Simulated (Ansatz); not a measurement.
`[SiH3]C1(S)CO1` + H₂ → `SC1CO1` + SiH₄ at 600 K and 1 bar (hydrogenolysis of a C–Si bond).

Calculated with Ansatz (gas phase, PBE0-D4/def2-TZVP geometries, no zero-point term in ΔE). CCSD(T)/CBS adds triple-zeta CCSD(T) − MP2 to the extrapolated MP2 energy (def2 sets, frozen cores). This one scheme is used for every species. Each species was taken in one conformer, which may not be the lowest.

| species | CCSD(T)/CBS energy (Eh) | H − E (kJ/mol) | S (J/(mol·K)) |
| --- | --- | --- | --- |
| `[SiH3]C1(S)CO1` | -841.67702 | 251.5 | 443.0 |
| H₂ | -1.17544 | 43.9 | 150.8 |
| `SC1CO1` | -551.40011 | 192.4 | 352.2 |
| SiH₄ | -291.46306 | 108.7 | 242.3 |

H − E and S are ideal-gas, rigid-rotor, harmonic terms from PBE0-D4/def2-TZVP, for one conformer and one mirror image of each species. For small species the MP2-based limit differs from directly extrapolated CCSD(T) by up to some mEh (0.8 for H₂); such offsets cancel only in part. 1 Eh = 2625.50 kJ/mol, R = 8.31446 J/(mol·K).

Q: By hand: ΔE, ΔH, ΔS and ΔG.

A: ΔE = (-551.40011) + (-291.46306) − (-841.67702) − (-1.17544) = -0.01071 Eh = -28.1 kJ/mol. Δ(H − E) = 192.4 + 108.7 − 251.5 − 43.9 = 5.7, so ΔH = -22.4 kJ/mol. ΔS = 352.2 + 242.3 − 443.0 − 150.8 = 0.7 J/(mol·K). ΔG = -22.4 − 600 × (0.7)/1000 = -22.8 kJ/mol.

Q: By hand: the equilibrium constant, and the temperature at which ΔG would vanish if ΔH and ΔS stayed fixed.

A: log₁₀ K = −ΔG/(RT ln 10) = 2.0. ΔH and −TΔS have one sign here, so there is no such temperature.

The number of gas molecules stays the same, so ΔS is small and ΔH decides. A doubt of 5 kJ/mol in ΔE shifts log₁₀ K by 0.4 here. Other conformers and mirror images would add mixing entropy, several J/(mol·K) or more a flexible species. These are equilibria of isolated gas molecules and say nothing of rates. Largest T1 diagnostic: 0.013 (customary marks: 0.02 for closed shells, 0.045 for open ones).

ΔS is within the doubt of such terms, so its sign, and with it that verdict, could turn.
